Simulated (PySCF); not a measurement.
Some computed properties have been withheld. Give your best values.

C7H5FO.
SMILES: `O=Cc1ccccc1F`

Conformer (atom-mapped SMILES and torsion angles): `[O:1]=[CH:2][c:3]1[cH:4][cH:5][cH:6][cH:7][c:8]1[F:9]`: O1–C2–C3–C4 1°.

```json
{"property": "point group", "level": "PBE0-D3(BJ)/def2-TZVP", "value": "?"}
{"property": "rotational constants A, B, C", "level": "PBE0-D3(BJ)/def2-TZVP", "value": "?"}
{"property": "dipole moment", "level": "B97-2/pcSseg-2", "value": "3.50 D"}
{"property": "HOMO energy", "level": "B97-2/pcSseg-2", "value": "?"}
{"property": "LUMO energy", "level": "B97-2/pcSseg-2", "value": "?"}
{"property": "13C chemical shifts (computed TMS as zero) by class", "level": "GIAO B97-2/pcSseg-2", "value": "?"}
{"property": "1H chemical shifts (computed TMS as zero) by class", "level": "GIAO B97-2/pcSseg-2", "value": "?"}
{"property": "isotropic shieldings of nuclei other than C and H, by class", "level": "GIAO B97-2/pcSseg-2", "value": "?"}
```

Electronic properties: PySCF, gas phase, density fitting. Geometry: PBE0-D3(BJ)/def2-TZVP, one conformer, isolated molecule.

(1) What are the isotropic shieldings of nuclei other than C and H, by class?

(2) What are the rotational constants A, B, C?

(3) What is the LUMO energy?

(4) What is the HOMO energy?

(5) The point group?

(6) Give the 13C chemical shifts (computed TMS as zero) by class.

(7) What are the 1H chemical shifts (computed TMS as zero) by class?

Answers

(1) -309 (1 O), 304 (1 F) ppm.

(2) 2.588, 1.577, 0.980 GHz.

(3) -2.15 eV.

(4) -7.37 eV.

(5) Cs.

(6) 192.4 (1 C), 176.6 (1 C), 143.4 (1 C), 136.8 (1 C), 130.2 (1 C), 130.0 (1 C), 122.1 (1 C) ppm.

(7) 10.84 (1 H), 8.43 (1 H), 7.81 (1 H), 7.47 (1 H), 7.35 (1 H) ppm.

 With B = h/(8π²I), that is 505.379 GHz u Å² over I, the principal moments of inertia are 195.3, 320.5 and 515.8 u Å² (most abundant isotopes). The rotational constants make it an asymmetric top with κ = (2B − A − C)/(A − C) = -0.26, nearer the prolate limit (−1). In atomic units the dipole is 1.38 e·bohr (1 au = 2.5417 D).
